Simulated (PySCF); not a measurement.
OsCl4: from structure and modes to constants

All numbers come from B3LYP/[Os def2-SVP with ECP60, Cl def2-SVP], scalar-relativistic core potentials, density fitting, no spin–orbit coupling, PySCF.

The singlet minimum has Td symmetry. Masses (u): Os 191.96148, Cl 34.96885.

```xyz
5
charge 0 multiplicity 1, angstrom
Os    0.0000    0.0000    0.0000
Cl    1.2956    1.2956    1.2956
Cl    1.2956   -1.2956   -1.2956
Cl   -1.2956   -1.2956    1.2956
Cl   -1.2956    1.2956   -1.2956
```

Harmonic wavenumbers (cm⁻¹): 74.4 (e, ×2), 85.8 (t2, ×3), 395.0 (a1, ×1), 398.7 (t2, ×3).

Q: What is the harmonic zero-point energy?

A: Half the sum of all 9 wavenumbers, 1997/2 = 999 cm⁻¹, which is 11.9 kJ/mol (1 cm⁻¹ = 0.0119627 kJ/mol).

Q: Find the vibrational entropy and heat capacity at 298.15 K.

A: With u = 1.43878 ω/T, each mode gives S = R[u/(eᵘ−1) − ln(1−e⁻ᵘ)] and C = R u² eᵘ/(eᵘ−1)².
```
  ω (cm⁻¹)      u  S (J/(mol K))  C (J/(mol K))
 74.4 (×2)  0.359          16.87           8.23
 85.8 (×3)  0.414          15.71           8.20
     395.0  1.906           4.11           6.20
398.7 (×3)  1.924           4.05           6.16
```
The sums over all modes are S = 97.1 and C = 65.7 J/(mol K); the softest mode gives 17 % of the entropy (each member, where degenerate).

Q: Give the standard entropy (298.15 K, 1 bar) by its translational, rotational, vibrational and spin parts, and Cp.

A: Sackur–Tetrode with M = 331.84 u gives 181.2; rotation with symmetry number 12 gives 104.6; vibration 97.1; spin R ln 1 = 0.0. The total is 383.0 J/(mol K), and Cp = 4 R + 65.7 = 99.0 J/(mol K).

This need not be the most stable arrangement of these atoms. No spin–orbit coupling is included, which matters more the heavier the element.
